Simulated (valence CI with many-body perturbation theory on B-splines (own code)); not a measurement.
Results of a calculation; reference values are marked as such.
# Au⁷⁴⁺: what each term of the Hamiltonian does

Method: relativistic CI+MBPT: three valence electrons over a frozen Dirac-Fock core [He], radial functions for each j: 11 s, 11 p, 9 d, 7 f, 5 g, 2 h, 1 i, with the one-electron correlation potential Σ1 (screened to all orders), the two-electron term Σ2, the three-electron term Σ3, Breit, model QED; selected single and double excitations, second order for the rest (own B-spline code, finite nucleus).

No measured spectrum was set against this ion. As an estimate, large intervals hold to a few tenths of a per cent, small ones and those within an open d or f shell to about a per cent.

Each rung adds one term. CI alone is the Dirac-Coulomb CI over the frozen core; QED comes last and gives the full result, which names the levels. Energies are above (2s^2 2p1/2) J=1/2 on the same rung, in eV.

Levels are named by their leading jj configuration (3d3/2^4 stands for four electrons in 3d with j = 3/2), which in mixed levels can hold well under half, so a name can repeat and another be missing. Letters in brackets count levels of one name in rising energy.

| Level | CI alone | Σ1 | Σ2 | Σ3 | Breit | QED | Full |
| --- | --- | --- | --- | --- | --- | --- | --- |
| (2s 2p1/2^2) J=1/2 | 303 | -0.4 | -0.2 | 0.0 | +25.4 | -23.3 | 305 |
| (2s^2 2p3/2) J=3/2 | 2002 | +0.3 | 0.0 | 0.0 | -26.2 | +1.8 | 1977 |
| (2s 2p1/2 2p3/2) J=3/2 [a] | 2217 | -0.1 | -0.1 | 0.0 | -3.1 | -21.1 | 2193 |
| (2s 2p1/2 2p3/2) J=5/2 | 2273 | -0.1 | -0.1 | 0.0 | -16.5 | -21.1 | 2235 |
| (2s 2p1/2 2p3/2) J=1/2 | 2340 | -0.1 | -0.4 | -0.1 | -2.3 | -21.2 | 2316 |
| (2s 2p1/2 2p3/2) J=3/2 [b] | 2349 | -0.1 | -0.3 | -0.1 | -9.6 | -21.2 | 2317 |
| (2p1/2^2 2p3/2) J=3/2 | 2659 | -0.5 | -0.5 | -0.1 | +18.0 | -43.9 | 2632 |
| (2s 2p3/2^2) J=5/2 | 4244 | +0.2 | -0.1 | 0.0 | -36.8 | -18.9 | 4188 |
| (2s 2p3/2^2) J=1/2 | 4350 | +0.2 | -0.1 | -0.1 | -23.4 | -19.0 | 4308 |
| (2s 2p3/2^2) J=3/2 | 4360 | +0.2 | -0.3 | -0.1 | -32.0 | -19.0 | 4308 |
| (2p1/2 2p3/2^2) J=3/2 | 4606 | -0.2 | -0.5 | -0.1 | -8.6 | -42.3 | 4554 |
| (2p1/2 2p3/2^2) J=5/2 | 4641 | -0.2 | -0.4 | -0.1 | -21.3 | -42.3 | 4577 |
| (2p1/2 2p3/2^2) J=1/2 | 4689 | -0.2 | -0.4 | -0.1 | -4.6 | -42.3 | 4641 |
| (2p3/2^3) J=3/2 | 6654 | 0.0 | -0.3 | -0.1 | -34.7 | -40.2 | 6578 |
| (2s^2 3s) J=1/2 | 12437 | +0.5 | -0.1 | -0.1 | -35.8 | +5.3 | 12407 |
| (2s^2 3p1/2) J=1/2 | 12537 | +0.4 | -0.1 | -0.1 | -29.3 | -1.8 | 12507 |
| (2s 2p1/2 3s) J=1/2 [a] | 12643 | +0.2 | -0.1 | -0.1 | -14.5 | -17.4 | 12611 |
| (2s 2p1/2 3s) J=3/2 | 12680 | +0.1 | -0.2 | -0.1 | -21.0 | -17.5 | 12641 |
| (2s 2p1/2 3s) J=1/2 [b] | 12711 | +0.2 | -0.1 | -0.1 | -17.7 | -17.6 | 12676 |
| (2s 2p1/2 3p1/2) J=1/2 [a] | 12728 | +0.1 | -0.1 | -0.1 | -8.0 | -24.4 | 12695 |
| (2s 2p1/2 3p1/2) J=3/2 | 12766 | +0.1 | -0.2 | -0.1 | -15.8 | -24.4 | 12725 |
| (2s 2p1/2 3p1/2) J=1/2 [b] | 12812 | +0.1 | -0.2 | -0.1 | -10.0 | -24.3 | 12777 |
| (2p1/2^2 3s) J=1/2 | 13005 | -0.2 | -0.3 | -0.1 | +9.7 | -40.3 | 12974 |
| (2p1/2^2 3p1/2) J=1/2 | 13085 | -0.3 | -0.4 | -0.1 | +15.4 | -47.0 | 13052 |
| (2s^2 3p3/2) J=3/2 | 13128 | +0.5 | -0.1 | -0.1 | -37.1 | -0.9 | 13090 |
| (2s^2 3d3/2) J=3/2 | 13195 | +0.6 | -0.1 | -0.1 | -40.4 | -1.9 | 13153 |
| (2s 2p1/2 3p3/2) J=3/2 [a] | 13332 | +0.1 | -0.1 | -0.1 | -15.2 | -23.7 | 13293 |
| (2s^2 3d5/2) J=5/2 | 13346 | +0.5 | -0.1 | -0.1 | -40.1 | -3.6 | 13303 |
| (2s 2p1/2 3p3/2) J=5/2 | 13377 | +0.2 | -0.2 | -0.1 | -24.1 | -21.6 | 13331 |
| (2s 2p1/2 3p3/2) J=3/2 [b] | 13376 | +0.1 | -0.2 | -0.1 | -21.1 | -23.7 | 13331 |
| (2s 2p1/2 3p3/2) J=1/2 | 13379 | +0.1 | -0.2 | -0.1 | -19.8 | -23.8 | 13336 |

The middle columns are the shifts that each term adds.

Q: How does the ionisation energy move along the ladder, and which term matters most?

A: CI alone 21961, + Σ1 21962, + Σ2 21962, + Σ3 21962, + Breit 21920, + QED 21918 eV. The largest step is Breit, -42 eV. NIST lists 21920 ± 90 eV (theoretical).
